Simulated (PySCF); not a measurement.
[Sc(Br)3], neutral singlet in the gas phase. 

Cartesian coordinates (Å):
```xyz
4

Sc     0.0014    -0.0007     0.0006
Br    -0.0744     0.4794    -2.3746
Br    -1.3446     1.2944     1.5451
Br     1.4253    -1.7753     0.8363
```
Charge 0, spin multiplicity 1.

All levels are single points at this geometry (BP86-D3(BJ)/def2-SVP); Pople sets use spherical d functions. Orbital energies aren't observables, and empty levels follow the basis.

HF/STO-3G in PySCF gives dipole (D) = 0.01.

Problem. Estimate the dipole (D) from each of these levels: TPSSh-D3(BJ)/def2-TZVP in PySCF; B3LYP/3-21G in PySCF; B3LYP/LANL2DZ in PySCF; PBE/6-31G* (LANL2DZ on Sc) in PySCF; SVWN5/6-31G* (LANL2DZ on Sc) in PySCF.

Solution. 
| level | dipole (D) |
|---|---|
| TPSSh-D3(BJ)/def2-TZVP in PySCF | 0.01 |
| B3LYP/3-21G in PySCF | 0.01 |
| B3LYP/LANL2DZ in PySCF | 0.01 |
| PBE/6-31G* (LANL2DZ on Sc) in PySCF | 0.00 |
| SVWN5/6-31G* (LANL2DZ on Sc) in PySCF | 0.00 |
